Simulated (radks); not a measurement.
The nitrogen anion N2-, 9 electrons, occupied as [He] 2s2 2p5. Calculated with a radial shooting solver on a logarithmic mesh with Libxc functionals: non-relativistic Kohn-Sham, PBEsol, spin-polarised, spherical densities, point nucleus; open shells are filled with parallel spins first; Watson sphere of charge +2.98 and radius 3.89 bohr. Some entries of the table are withheld. Estimate them.

orbital  occ.  eigenvalue (hartree)  <r^2> (bohr^2)  <1/r> (bohr^-1)
1s up       1             -14.06751         0.07191            6.616
1s down     1             -14.05133         0.07171            6.621
2s up       1              -0.74153           2.514              (1)
2s down     1              -0.69802           2.642              (2)
2p up       3              -0.35458           5.528           0.7634
2p down     2              -0.32183           6.775           0.7023

Answer. 
(1) 2s up <1/r> (bohr^-1): 1.042
(2) 2s down <1/r> (bohr^-1): 1.023
